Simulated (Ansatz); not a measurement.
Harmonic frequencies (cm⁻¹) at PBE0-D4/def2-TZVP from Ansatz: 16, 19, 45, 59, 94, 99, 109, 160, 161, 191, 255, 262, 267, 314, 357, 388, 427, 496, 520, 534, 537, 601, 610, 684, 762, 762, 801, 839, 861, 973, 1145, 1176, 1216, 1219, 1240, 1252, 1283, 1382, 1522, 1603, 1704, 3281.

Task: Which molecule is it?
A. `[Cl][Ga-]1([Cl])[O]C=CC=[O+]1`
B. `[CH3][Al-]1([Cl])[O]C=CC=[O+]1`
C. `FC(F)(F)C1=CC(C(F)(F)F)=[O+][Zn-]([Cl])[O]1`
D. `[OH][Ti-]1([F])([F])[O]C=CC=[O+]1`

Result: C.
